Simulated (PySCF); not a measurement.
H2MoO4, SMILES [O]=[Mo](=[O])([OH])[OH], multiplicity 1.

Geometry: PBE-D3(BJ)/def2-SVP. The geometry has at least one imaginary mode, so it is a saddle point at that level. The multiplicity is an assumed one; no other spin state was optimised. The isomer is the one that the SMILES or the coordinates give; other isomers of the formula were not compared. The def2 effective core potentials stand for the cores of Mo; spin–orbit coupling is left out. One conformer was computed; it need not be the lowest.

Calculation: M06-2X/def2-TZVP run with PySCF.

Symmetry labels are those of the subgroup C2v that the program uses (full group C2v).

Computed valence orbital energies around the gap with their symmetry:
| orbital | symmetry | energy (eV) |
|---|---|---|
| HOMO−7 | A2 | -13.99 |
| HOMO−6 | A1 | -13.76 |
| HOMO−5 | B1 | -12.49 |
| HOMO−4 | B2 | -11.90 |
| HOMO−3 | A1 | -11.77 |
| HOMO−2 | B1 | -11.71 |
| HOMO−1 | A2 | -11.32 |
| HOMO | B2 | -10.73 |
| LUMO | A1 | -1.81 |
| LUMO+1 | A2 | -1.16 |
| LUMO+2 | B1 | -0.50 |
| LUMO+3 | A1 | -0.15 |
